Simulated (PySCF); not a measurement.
## Ionisation energy of Sr by level of theory

Sr [Kr] 5s2 (1S) → Sr⁺ [Kr] 5s1 (2S), as a difference of total energies. Computed with PySCF 2.14 in x2c-TZVPPall, with the spin-free X2C one-electron Hamiltonian (Gaussian nucleus). Correlated levels: valence: [Kr] frozen. The calculations carry no spin-orbit coupling.

```tsv
method	ionisation energy (eV)
UHF	4.746
MP2 (valence)	5.245
SCS-MP2 (valence)	5.345
CCSD (valence)	5.444
```

Q: How much does correlation contribute at MP2 (valence)?

A: 5.245 − (4.746) = 0.499 eV, measured against UHF.

Errors of the correlated levels include the incompleteness of this basis and the frozen core.

With two correlated electrons CCSD is exact in that space.

For comparison: 5.695 eV (measured; NIST Atomic Spectra Database, ionization energies).
